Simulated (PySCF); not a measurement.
Polarisability and C₆ of Ag (silver, neutral)

[Kr] 4d9 5s1 5p1, one real determinant (an excited configuration). All numbers are calculated (PySCF 2.14, scalar relativity by spin-free X2C-1e, in x2c-TZVPPall with one added diffuse shell each of s, p, d, f type (9s7p7d3f1g, 95 functions)). Coupled (time-dependent) response in atomic units; α is the mean over directions.

```
   method  mean α (bohr³)         α xx, yy, zz  C₆ (like pair)  S(−4)
  r2SCAN0           85.90  67.68, 67.68, 122.4           895.5   4874
BHandHLYP           89.83  70.11, 70.11, 129.3           926.0   5658
```

S(−4) is the Cauchy moment in α(ω) = α(0) + S(−4) ω² + …

Spin-orbit coupling is absent.

α(iu) at BHandHLYP:

| u (hartree) | α(iu) (bohr³) |
| --- | --- |
| 0 | 89.83 |
| 0.0500 | 78.16 |
| 0.100 | 58.49 |
| 0.200 | 32.92 |
| 0.300 | 21.15 |
| 0.500 | 11.66 |
| 0.750 | 7.299 |
| 1.00 | 5.247 |
| 1.50 | 3.249 |
| 2.00 | 2.261 |
| 3.00 | 1.292 |
| 5.00 | 0.5800 |

A single London oscillator, α(iu) = α/(1 + u²/ω²), gives C₆ = (3/4) ω α². Matching the computed C₆ needs ω = 4 × 926.0 / (3 × 89.83²) = 0.153 hartree.

The components differ because the open shell of this determinant is not spherical; for a pure term their mean is the scalar polarisability.

⟨L²⟩ = 8.03 against 12 for a pure F term, so this real determinant mixes terms.
